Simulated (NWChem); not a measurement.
Species: HfSCl2; SMILES [Hf]([Cl])([Cl])=[S]

```xyz
4

Hf    -0.0001    -0.0353     0.2964
S     -0.0064    -2.1541    -0.3068
Cl    -2.0031     1.0336    -0.3094
Cl     2.0092     1.0217    -0.3094
```
Atoms are numbered in this order, from 1.

Level: PBE0/def2-SVP with def2 effective core potentials on Hf (NWChem), optimised geometry, unscaled harmonic frequencies. def2 effective core potentials on Hf; no spin-orbit coupling.

Question: List the harmonic frequencies with IR intensities, and the thermochemistry.

Answer: 
| frequency (cm⁻¹) | IR intensity (km/mol) |
|---|---|
| 60 | 17.1 |
| 104 | 2.1 |
| 125 | 1.4 |
| 374 | 33.7 |
| 389 | 80.5 |
| 520 | 55.7 |

```
Property                                                                            Value
-----------------------------------------------------------------------  ----------------
zero-point energy                                                            2.2 kcal/mol
thermal correction to the enthalpy at 298.15 K (with zero-point energy)      6.6 kcal/mol
heat capacity Cv                                                         16.0 cal/(mol K)
entropy at 298.15 K and 1 atm (symmetry number 1)                        85.2 cal/(mol K)
```

Rigid rotor and harmonic oscillator; modes under 100 cm⁻¹ make the entropy uncertain.
